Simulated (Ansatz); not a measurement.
```xyz
14

H     2.2851   -0.0374   -0.0400
H     2.0219    0.9624   -0.0251
H     1.3596    1.7011    0.0564
H     0.5583    2.1773    0.0456
H    -0.4582    2.1972   -0.0321
H    -1.4355    1.7875   -0.0411
H    -2.0328    1.0259    0.0312
H    -2.2326    0.0165   -0.0444
H    -1.9873   -0.9234   -0.0084
H    -1.3468   -1.7450    0.0006
H    -0.5547   -2.1739   -0.0167
H     0.4913   -2.2055   -0.0290
H     1.3570   -1.7492   -0.0173
H     1.9878   -1.0071    0.0237
```

Basis set: cc-pVDZ (spherical functions). All electrons are correlated. Charge 0, multiplicity 1.

Computed with Ansatz (development build ahead of 0.2.0); each method stands on the lowest determinant of its kind that the runs found. Restricted open shells among the atoms or ions are ROHF, correlated in semicanonical orbitals with singles.

Problem. Give the atomization energy at this shape (free ground-state atoms in the same class of orbitals less the molecule, no zero-point energy) of singlet H₁₄ by RHF-MP2, RHF.

Solution.

| method | atomization energy |
| --- | --- |
| RHF-MP2 | 2156.7 kJ/mol |
| RHF | 1414.7 kJ/mol |

Caution: stretched shape with no unrestricted run beside it, a lower state can exist. Caution for RHF-MP2: bonds are stretched, where a single reference can fail.
